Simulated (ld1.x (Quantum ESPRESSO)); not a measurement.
## An all-electron radial function and its pseudo partner (titanium (Ti))

Columns: radius, all-electron u(r) and pseudo u(r) of the 3d shell (level -2.09 eV) of titanium in the configuration [Ar] 3d3 4s1 4p0; LDA (PZ), scalar-relativistic, TM scheme, ld1.x (Quantum ESPRESSO) 7.5.

```json
{"r (bohr)": "0.210", "all-electron": "0.1393", "pseudo": "0.0307"}
{"r (bohr)": "0.420", "all-electron": "0.4100", "pseudo": "0.2009"}
{"r (bohr)": "0.630", "all-electron": "0.5984", "pseudo": "0.4807"}
{"r (bohr)": "0.840", "all-electron": "0.6837", "pseudo": "0.7076"}
{"r (bohr)": "1.050", "all-electron": "0.6997", "pseudo": "0.7811"}
{"r (bohr)": "1.260", "all-electron": "0.6790", "pseudo": "0.7391"}
{"r (bohr)": "1.470", "all-electron": "0.6415", "pseudo": "0.6644"}
{"r (bohr)": "1.680", "all-electron": "0.5978", "pseudo": "0.6015"}
{"r (bohr)": "1.890", "all-electron": "0.5532", "pseudo": "0.5532"}
{"r (bohr)": "2.100", "all-electron": "0.5101", "pseudo": "0.5101"}
{"r (bohr)": "2.310", "all-electron": "0.4699", "pseudo": "0.4699"}
{"r (bohr)": "2.520", "all-electron": "0.4327", "pseudo": "0.4327"}
{"r (bohr)": "2.730", "all-electron": "0.3985", "pseudo": "0.3985"}
{"r (bohr)": "2.940", "all-electron": "0.3672", "pseudo": "0.3672"}
{"r (bohr)": "3.150", "all-electron": "0.3385", "pseudo": "0.3385"}
{"r (bohr)": "3.360", "all-electron": "0.3122", "pseudo": "0.3122"}
{"r (bohr)": "3.570", "all-electron": "0.2879", "pseudo": "0.2879"}
{"r (bohr)": "3.780", "all-electron": "0.2656", "pseudo": "0.2656"}
{"r (bohr)": "3.990", "all-electron": "0.2450", "pseudo": "0.2450"}
{"r (bohr)": "4.200", "all-electron": "0.2260", "pseudo": "0.2260"}
{"r (bohr)": "4.410", "all-electron": "0.2084", "pseudo": "0.2084"}
{"r (bohr)": "4.620", "all-electron": "0.1922", "pseudo": "0.1922"}
{"r (bohr)": "4.830", "all-electron": "0.1772", "pseudo": "0.1772"}
{"r (bohr)": "5.040", "all-electron": "0.1633", "pseudo": "0.1633"}
{"r (bohr)": "5.250", "all-electron": "0.1504", "pseudo": "0.1504"}
{"r (bohr)": "5.460", "all-electron": "0.1385", "pseudo": "0.1385"}
```

**Question.** How many radial nodes do the two functions have?

**Answer.** The all-electron 3d function has n − l − 1 = 0; the pseudo-wave has 0.

**Question.** At about which radius was the pseudo-wave matched?

**Answer.** 2.05 bohr, where the columns begin to agree (steps of 0.21 bohr).

**Question.** Where does each function peak?

**Answer.** Outermost all-electron maximum near 1.05 bohr, pseudo maximum near 1.05 bohr (to the table’s step).

**Question.** Is the pseudo-wave norm-conserving?

**Answer.** Yes: the TM scheme keeps the norm inside the radius equal to the all-electron one, which fixes the energy derivative of the logarithmic derivative at the level.
